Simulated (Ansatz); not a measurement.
One change: `O[SiH]1N=C1Cl` becomes `ClC1=N[SiH2]1`.

Ansatz, PBE0-D4/def2-TZVP geometries, multiplicity 1. Each molecule was computed in one conformer, which needn't be the lowest.

```json
{"property": "size of the dipole moment (B3LYP/def2-TZVPP) / D", "`O[SiH]1N=C1Cl`": "2.14"}
{"property": "HOMO–LUMO gap (PBE/def2-TZVPP) / eV", "`O[SiH]1N=C1Cl`": "3.77"}
{"property": "LUMO energy (B3LYP/def2-TZVPP) / eV", "`O[SiH]1N=C1Cl`": "-1.20"}
{"property": "LUMO energy (PBE/def2-TZVPP) / eV", "`O[SiH]1N=C1Cl`": "-2.06"}
{"property": "HOMO energy (PBE/def2-TZVPP) / eV", "`O[SiH]1N=C1Cl`": "-5.83"}
{"property": "ideal-gas entropy at 298 K and 1 bar (rigid rotor, harmonic PBE0-D4/def2-TZVP) / J/(mol·K)", "`O[SiH]1N=C1Cl`": "321"}
```

What does the change do to each property? (Estimate.)

Computed: 
| property | `ClC1=N[SiH2]1` | shift |
| --- | --- | --- |
| size of the dipole moment (B3LYP/def2-TZVPP) / D | 2.47 | 0.33 |
| HOMO–LUMO gap (PBE/def2-TZVPP) / eV | 4.04 | 0.27 |
| LUMO energy (B3LYP/def2-TZVPP) / eV | -1.42 | -0.22 |
| LUMO energy (PBE/def2-TZVPP) / eV | -2.04 | 0.02 |
| HOMO energy (PBE/def2-TZVPP) / eV | -6.08 | -0.25 |
| ideal-gas entropy at 298 K and 1 bar (rigid rotor, harmonic PBE0-D4/def2-TZVP) / J/(mol·K) | 294 | -27 |

With PBE0 the HOMO falls by 0.17 eV and the LUMO falls by 0.23 eV, so the gap narrows by about 0.06 eV. PBE moves the HOMO by -0.25 eV and ωB97M-V by -0.13 eV. The zero-point energy changes by -17.7 kJ/mol with -3 modes. Dipoles are sizes alone; their direction can turn.

B3LYP here is the variant with VWN-RPA as its local correlation; programs differ in this.
